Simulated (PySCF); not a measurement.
C4H8OSi, SMILES C=C/C=C/[SiH2]O. The structure is a stationary point at ωB97X-D3(BJ)/def2-SVP. The structure was generated by enumeration; whether it is a known compound was not checked. Other conformers were not sampled.

These are ωB97X-D3(BJ)/def2-SVP (PySCF 2.14.0) values and carry that method's errors.

Harmonic wavenumbers (cm⁻¹): 82, 108, 145, 201, 238, 267, 414, 465, 580, 660, 733, 762, 842, 889, 893, 943, 956, 971, 983, 1026, 1068, 1151, 1249, 1313, 1323, 1434, 1693, 1767, 2227, 2279, 3161, 3164, 3168, 3188, 3271, 3936. Rotational constants (GHz): 7.884, 1.186, 1.048; symmetry number 1.

**Question.** Work out the zero-point energy and the ideal-gas rigid-rotor harmonic-oscillator thermochemistry at 298.15 K and 1 atm.

**Answer.** ZPE = ½ Σ hcν = ½ × 47550 cm⁻¹ = 284.41 kJ/mol. H − E(el) = 307.93 kJ/mol. Entropy in J/(mol K): translation 166.20, rotation 116.68, vibration 82.26, total 365.14. G − E(el) = 199.06 kJ/mol. Cp = 126.18 J/(mol K). Modes under 150 cm⁻¹ make the vibrational entropy uncertain.
